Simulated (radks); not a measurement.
Species: Nb IV. Configuration: [Kr] 4d1.5 5p0.5 (fractional occupations, a model configuration).

All-electron calculation, Dirac Kohn-Sham, PBEsol, spin-unpolarised, spherical densities, finite nucleus; open shells fill j = l - 1/2 first; Fermi nuclear charge, rms radius 4.324 fm. Program: a radial shooting solver on a logarithmic mesh with Libxc functionals.

Energy parts (hartree):
total: -3816.08395
kinetic: 3949.96590
electron-nucleus: -9171.32276
Hartree: 1520.98739
exchange-correlation: -115.71448

Orbitals (lengths in bohr, moments of r in powers of bohr; <r^-3> diverges for s and p1/2):
\begin{tabular}{lrrrrr}
orbital & occ. & eigenvalue (hartree) & <r^-3> & <r^2> & <r> \\ \hline
1s1/2 & 2 & -691.6718 & - & 0.001759 & 0.03611 \\
2s1/2 & 2 & -97.82750 & - & 0.02941 & 0.1578 \\
2p1/2 & 2 & -89.89873 & - & 0.02225 & 0.1346 \\
2p3/2 & 4 & -86.38271 & 2209 & 0.02363 & 0.1391 \\
3s1/2 & 2 & -17.35891 & - & 0.2253 & 0.4433 \\
3p1/2 & 2 & -14.37455 & - & 0.2244 & 0.4387 \\
3p3/2 & 4 & -13.80441 & 362.7 & 0.2351 & 0.4492 \\
3d3/2 & 4 & -8.53078 & 52.22 & 0.2240 & 0.4308 \\
3d5/2 & 6 & -8.42454 & 49.90 & 0.2275 & 0.4343 \\
4s1/2 & 2 & -3.35815 & - & 1.477 & 1.143 \\
4p1/2 & 2 & -2.51708 & - & 1.772 & 1.246 \\
4p3/2 & 4 & -2.43498 & 52.42 & 1.850 & 1.273 \\
4d3/2 & 1.5 & -1.20070 & 4.560 & 3.267 & 1.671 \\
4d5/2 & 0 & -1.19165 & 4.352 & 3.311 & 1.682 \\
5p1/2 & 0.5 & -0.77242 & - & 11.24 & 3.168 \\
5p3/2 & 0 & -0.75876 & 8.778 & 11.61 & 3.221 \\
\end{tabular}

The highest occupied level is 5p1/2 at -21.019 eV. The configuration is held as typed, so some empty levels lie below it. The density falls to 0.001 e/bohr^3 at r = 3.77 bohr.
